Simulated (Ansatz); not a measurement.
Program: Ansatz. Geometries: PBE0-D4/def2-TZVP. ΔE: electronic, gas phase. CCSD(T)/CBS adds triple-zeta CCSD(T) − MP2 to the extrapolated MP2 energy (def2 sets, frozen cores). This one scheme is used for every species, atoms too. Functionals use def2-TZVPP. Open shells (•) are unrestricted, without spin–orbit coupling. Spin–orbit coupling would lower the free atoms: a little for Al, C, S.

`C[S+](C)[AlH3-]` → Al• + 2 C• + 9 H• + S•  (atomization)

```tsv
species	PBE0-D4 energy (Eh)
`C[S+](C)[AlH3-]`	-721.94017
Al•	-242.24899
C•	-37.80537
H•	-0.50104
S•	-397.97374
```

Q: Work out ΔE.

A: ΔE = 9 × (-0.50104) + 2 × (-37.80537) + (-242.24899) + (-397.97374) − (-721.94017) = 1.59734 Eh = +4193.8 kJ/mol. CCSD(T)/CBS gives +4210.0 kJ/mol.

Q: What do rigid-rotor, harmonic-oscillator terms from PBE0-D4/def2-TZVP frequencies (298.15 K, 1 bar) make of the CCSD(T)/CBS value? (Estimate.)

A: The calculation gave: ΔZPE = -256.0 kJ/mol, ΔH = +4010.7 kJ/mol, ΔS = 1324 J/(mol·K), ΔG = +3616.0 kJ/mol. Open shells count their whole term as degenerate.

Largest T1 diagnostic among the species: 0.018.

In def2-TZVPP, CCSD(T) changes the Hartree–Fock value by +945.4 kJ/mol (the triples alone add +44.7 kJ/mol) and MP2 by +941.6 kJ/mol; breaking electron pairs costs correlation energy, which Hartree–Fock lacks. Leaving LDA and LC-ωPBE aside and taking each functional with its dispersion term where it has one, the values, not all of them listed here, spread over 121.0 kJ/mol, from BHLYP-D4 to B97M-V. LDA lies +510.2 kJ/mol from PBE without D4, its usual overbinding.

For atomizations the MP2-based limit and the directly extrapolated one differ by several kJ/mol either way, and by 10 to 25 for some Ge, Se and Sn compounds, so smaller differences from it don't rank the levels.
